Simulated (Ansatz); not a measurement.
A geometry relaxed with PBE0-D4/def2-TZVP run with Ansatz (a program for electronic structure), charge 0, multiplicity 2:

```xyz
12

C      0.3213     0.9177     0.0129
H     -1.6726     0.8219    -0.9163
C      1.1526    -0.2785     0.4505
C     -0.6772    -1.0772    -0.6358
H     -1.6185     0.2751     0.7608
H      0.6947     1.3113    -0.9352
O      0.5636    -1.4159    -0.1822
H      2.2006    -0.2239     0.1515
H     -1.3415    -1.9145    -0.8028
H      1.1053    -0.4258     1.5359
C     -1.0584     0.2874    -0.1883
H      0.3301     1.7223     0.7490
```

Task: Write the SMILES of this molecule.

Result: `[CH]1CCCO1`
